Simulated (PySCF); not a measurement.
## Gas-phase XPS of `[CH3][Al-]([CH3])([CH3])[CH3]`, computed

Species: C₄H₁₂Al (charge -1).
Z-matrix (Å and degrees, PBE0-D3(BJ)/def2-SVP geometry), rows numbered from 1:
```
C 
Al  1  2.0340
C   2  2.0336  1  109.40
C   2  2.0341  1  109.64  3   119.98
C   2  2.0339  1  109.55  3  -119.85
H   1  1.1075  2  112.22  3   -59.81
H   1  1.1074  2  112.48  3  -179.86
H   1  1.1074  2  112.24  3    60.05
H   3  1.1075  2  112.21  1   179.69
H   3  1.1075  2  112.36  1    59.76
H   3  1.1074  2  112.41  1   -60.34
H   4  1.1074  2  112.43  1   -59.68
H   4  1.1074  2  112.33  1    60.43
H   4  1.1075  2  112.17  1  -179.67
H   5  1.1074  2  112.46  1   -60.29
H   5  1.1075  2  112.15  1    59.69
H   5  1.1074  2  112.33  1   179.55
```

Level of theory: delta-SCF UKS SCAN, pcX-2 on the ionised atom, pcseg-1 elsewhere, spin-free X2C in PySCF. Binding energies are ΔSCF values: E(core-ionised, relaxed orbitals) − E(ground state) at a fixed geometry, referred to the vacuum level.

**Question.** Give the core binding energies atom by atom.

**Answer.** 
| atom(s) | bonded to | level | binding energy (eV) | count |
| --- | --- | --- | --- | --- |
| C1/C3/C4/C5 | 3 H and Al | C 1s | 284.45 | 4 |
| Al2 | 4 C | Al 1s | 1559.28 | 1 |

**Question.** Which photon wavelength matches the Al 1s of Al2 threshold?

**Answer.** λ = hc/E = 12398.42 eV Å / 1559.28 eV = 7.951 Å.

The first atom of each set that the bonding makes equivalent was ionised and stands for the set. The species carries charge -1, so core ionisation leaves a neutral species. The basis sets have no added diffuse functions. Geometry: PBE0-D3(BJ)/def2-SVP; no solvent, vibrations or thermal averaging. The geometry's basis has no diffuse functions, a weakness for an anion.
